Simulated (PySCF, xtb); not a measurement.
borohydride (BH4), SMILES [BH4-], charge -1.

GFN2-xTB (xtb) at its own geometry gives an orbital gap of 16.94 eV.

The structure is a stationary point at B3LYP-D3(BJ)/def2-TZVPD.

**Question.** What does M06-2X/def2-TZVPD run with PySCF give? (Estimate from the structure and the level; the computed values follow.)

**Answer.** gap 7.09 eV (levels -3.12 and 3.98 eV).
